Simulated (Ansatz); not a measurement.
Computed with Ansatz.

A structure relaxed at PBE0-D4/def2-TZVP, charge 0, multiplicity 1:

Cartesian coordinates in Å:
```
F 0.6726 -1.3985 0.8003
C 0.5315 -0.0753 0.6159
F -0.0178 0.4510 1.7321
C -0.3572 0.2374 -0.5749
Cl 0.4648 -0.2366 -2.0555
I -2.2880 -0.6533 -0.3773
H 1.5248 0.3654 0.4732
H -0.5307 1.3099 -0.6138
```

Question: Give its formula and SMILES.

Answer: C2H2ClF2I, `FC(F)C(Cl)I`.

Question: Summarise the bond lengths by kind.

Answer: 2 × C–F 1.343 to 1.351 Å; 1 × C–C 1.518 Å; 2 × C–H 1.087 to 1.096 Å; 1 × C–Cl 1.759 Å; 1 × C–I 2.136 Å.
